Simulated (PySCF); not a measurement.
# UHF on Al²⁺ (aluminium, charge +2)

Configuration: [Ne] 3s1, 2S determinant. Calculation: PySCF 2.14, in def2-SVP; no relativity, point nucleus.

```
Total energy                                     : -240.942684 hartree
One-electron energy                              : -327.1633 hartree
Hartree (Coulomb) energy                         : 103.8968 hartree
Exchange energy                                  : -17.6762 hartree
Kinetic energy                                   : 240.72314 hartree
⟨S²⟩                                             : 0.7500
⟨L²⟩                                             : 0.000
Sum of ⟨r⟩                                       : 7.361 bohr
Sum of ⟨r²⟩                                      : 9.597 bohr²
Density at the nucleus (Gaussians lack the cusp) : 1270 bohr⁻³
Spin density at the nucleus                      : 2.97 bohr⁻³
Langevin diamagnetic susceptibility              : -7.60 ×10⁻⁶ cm³/mol
Time after the integrals                         : 0.07 s of wall time on 1 thread of Intel(R) Xeon(R) Platinum 8259CL CPU @ 2.50GHz (shared host)
```

```tsv
shell	electrons	mean orbital energy (hartree)	rms radius, mean of both spins (bohr)
1s α	1	-59.26608	0.140
1s β	1	-59.25455	0.140
2s α	1	-5.67340	0.678
2s β	1	-5.64770	0.678
2p α	3	-3.98088	0.672
2p β	3	-3.97118	0.672
3s α	1	-1.02418	2.43
```
